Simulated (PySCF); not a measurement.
**AsH₃⁺ at several levels of theory**

All levels use the PBE0 minimum (doublet; As–H 1.497 Å (×3); H–As–H 112.5° (×3)), basis [As def2-TZVP, H def2-TZVP], no relativity, density fitting, no spin–orbit coupling, PySCF. For vertical energies the ionised species is a singlet (spins chosen at PBE0 and kept) and the electron-attached one a singlet. Open shells are unrestricted, also as the reference of the correlated levels. Dipoles are about the centre of mass. A dash marks a value that was not computed or is not defined at that level.

```tsv
level	vertical IP (eV)	vertical EA (eV)	−ε(HOMO) (eV)	dipole (D)
CCSD(T)	18.09	8.76	–	–
HF	17.65	7.72	18.44	0.56
MP2	18.05	8.69	–	–
PBE0	18.23	8.79	15.35	0.61
PBE	18.17	8.82	14.10	0.62
B3LYP	18.23	8.92	15.03	0.60
r2SCAN	18.41	8.80	14.56	0.61
wB97X	18.06	8.89	17.55	0.65
```

For AsH₃⁺ itself CCSD(T) correlates 17 electrons; T1 = 0.011, D1 = 0.031, (T) = -19 kJ/mol.

(1) Which levels differ least and most from CCSD(T) in the vertical IP?

## Answers

(1) Least: wB97X (-0.03 eV), MP2 (-0.04 eV); most: HF (-0.44 eV).
